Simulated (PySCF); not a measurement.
C3H10NSi2 (doublet state).
Numbering: `[CH3:1][Si@H:2]1[CH2:3][CH:4][SiH2:5][NH:6]1` (hydrogens: H7, H8, H9 on C1; H10 on Si2; H11, H12 on C3; H13 on C4; H14, H15 on Si5; H16 on N6)

Geometry (GFN2-xTB, Å), atoms numbered from 1 in this order:
```xyz
16
C3H10NSi2 angstrom
C      2.288    0.482   -0.268
Si     0.723   -0.570   -0.493
C     -0.174   -0.912    1.166
C     -1.395   -0.084    1.228
Si    -2.014    0.624   -0.358
N     -0.571    0.262   -1.272
H      2.076    1.412    0.249
H      2.722    0.731   -1.232
H      3.043   -0.052    0.300
H      1.048   -1.823   -1.199
H     -0.454   -1.972    1.167
H      0.443   -0.774    2.057
H     -1.825    0.115    2.198
H     -3.162   -0.056   -0.982
H     -2.256    2.076   -0.343
H     -0.499    0.549   -2.231
```

The hyperfine couplings belong to this conformer and change with its torsions.

Method: UKS B3LYP, pcH-1 on C H N Si, non-relativistic, mean-field spin-orbit, GIAO (PySCF 2.14.0). The structure is a single GFN2-xTB conformer in the gas phase; no vibrational or solvent corrections. A GFN2-xTB geometry isn't a minimum of the functional, and hyperfine couplings can be far from their values at a DFT geometry. No stability test was run, so a lower SCF solution isn't excluded.

(1) Break the g tensor into its mass correction, gauge correction and orbital-Zeeman/spin–orbit terms.

(2) What are the electron Larmor frequencies g μB B/h along the three axes at 3350 mT?

(3) Average each term over the three axes. Which is largest in size?

(4) What effective moment and Curie constant follow for a powder?

(5) In a frozen sample, at which fields do the three g values resonate at 9.5, 34, 94 and 263 GHz (hyperfine left aside), and which band first spreads them over more than twice a line width of 1.0 mT?

## Answers

(1) 
```tsv
Δg (ppm)	1	2	3
relativistic mass correction	-130	-130	-130
gauge correction	0	28	18
orbital Zeeman/spin–orbit	69	537	891
total	-61	435	779
```

So g = 2.00226, 2.00275, 2.00310 and g_iso = 2.00270; the tensor is rhombic: the two nearest values differ by 41 % of g3 − g1. Axes: g2 points within 7° of the C3–C4 bond.

(2) 93.8807, 93.9040, 93.9201 GHz for g1, g2 and g3, a range of 39.4 MHz.

(3) The orbital-Zeeman/spin–orbit term 499, the mass correction -130 and the gauge correction 15 ppm, for a total of 384 ppm. The orbital-Zeeman/spin–orbit term is the largest in size. The mass correction is the same along every axis, so the anisotropy comes from the other two: their spans along these axes are 28 (gauge) and 822 ppm (orbital Zeeman/spin–orbit).

(4) With the mean of g² = 4.0108 and S(S+1) = 0.75: μ_eff = √(⟨g²⟩S(S+1)) = 1.734 μB and χT = 0.12505·⟨g²⟩·S(S+1) = 0.376 cm³ K/mol (cgs; spin-Hamiltonian part alone).

(5) 
```json
{"band": "X", "GHz": "9.5", "B(g3) mT": "338.85", "B(g2) mT": "338.91", "B(g1) mT": "338.99", "spread mT": "0.14"}
{"band": "Q", "GHz": "34.0", "B(g3) mT": "1212.73", "B(g2) mT": "1212.94", "B(g1) mT": "1213.24", "spread mT": "0.51"}
{"band": "W", "GHz": "94.0", "B(g3) mT": "3352.85", "B(g2) mT": "3353.43", "B(g1) mT": "3354.26", "spread mT": "1.41"}
{"band": "J", "GHz": "263.0", "B(g3) mT": "9380.85", "B(g2) mT": "9382.46", "B(g1) mT": "9384.78", "spread mT": "3.93"}
```

The spread grows in proportion to the frequency. J band is the first where it exceeds 2.0 mT.

Largest spin populations (Mulliken): C4 (+1.00), C3 (-0.08) and H11 (+0.07). C4 is the only atom above +0.15. The angles at C4 add up to 359.9°, so it is planar; its axial dipolar tensor and the negative coupling of its proton fit spin in a p orbital normal to that plane.

The HOMO–LUMO gaps are 6.19 eV among the α and 4.69 eV among the β orbitals.
